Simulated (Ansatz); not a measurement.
Reaction (hydrogenolysis of a Ga–Cl bond): `[OH][Ga]([Cl])[Br]` + H₂ → `[OH][GaH][Br]` + HCl

Computed with Ansatz on PBE0-D4/def2-TZVP structures; ΔE is electronic, products minus reactants. CBS: MP2 limit from def2 TZ/QZ plus the TZ coupled-cluster correction, frozen cores. This one scheme is used for every species. DFT in def2-TZVPP. B3LYP here is the variant with VWN-RPA as its local correlation; programs differ in this. HSE06 is defined as in plane-wave codes. For Br, Ga outer-core shells are correlated without core-valence functions, which leaves a few kJ/mol of doubt a bond. Scalar relativity is left out up to krypton. One conformer a species, not always the lowest.

```tsv
level	ΔE (kJ/mol)	difference from CCSD(T)/CBS
PBE-D4	81.5	-3.0
revPBE-D4	84.9	0.4
BLYP-D4	83.7	-0.8
r2SCAN-D4	88.1	3.6
B97M-V	78.6	-5.9
PBE0-D4	82.7	-1.8
B3LYP-D4	83.7	-0.8
r2SCANh-D4	87.8	3.3
HSE06-D4	83.1	-1.4
BHLYP-D4	86.5	2.0
CAM-B3LYP-D4	79.1	-5.4
ωB97X-V	82.6	-1.9
ωB97M-V	81.9	-2.6
B2PLYP	83.2	-1.3
PBE-QIDH	86.3	1.8
PBE	77.3	-7.2
revPBE	77.6	-6.9
BLYP	75.4	-9.1
r2SCAN	87.1	2.6
PBE0	79.0	-5.5
B3LYP	76.8	-7.7
r2SCANh	86.7	2.2
r2SCAN0	86.3	1.8
HSE06	79.4	-5.1
CAM-B3LYP	75.0	-9.5
RPA@PBE/def2-TZVPP	79.7	-4.8
HF/def2-SVP	80.4	-4.1
MP2/def2-SVP	94.0	9.5
CCSD/def2-SVP	84.2	-0.3
CCSD(T)/def2-SVP	86.6	2.1
HF/def2-TZVPP	81.8	-2.7
MP2/def2-TZVPP	92.4	7.9
SCS-MP2/def2-TZVPP	88.0	3.5
CCSD/def2-TZVPP	81.2	-3.3
CCSD(T)/def2-TZVPP	84.3	-0.2
HF/def2-QZVPP	80.5	-4.0
MP2/def2-QZVPP	92.1	7.6
SCS-MP2/def2-QZVPP	87.8	3.3
MP2/CBS(def2)	92.6	8.1
CCSD/CBS(def2)	81.3	-3.2
CCSD(T)/CBS	84.5	0
```

Largest T1 diagnostic among the species: 0.012.

From BLYP to BHLYP (50 % exact exchange), in def2-TZVPP and without D4, ΔE moves by +4.0 kJ/mol. Leaving LDA and LC-ωPBE aside and taking each functional with its dispersion term where it has one, the values spread over 9.5 kJ/mol, from B97M-V to r2SCAN-D4. LDA lies −5.2 kJ/mol from PBE without D4.
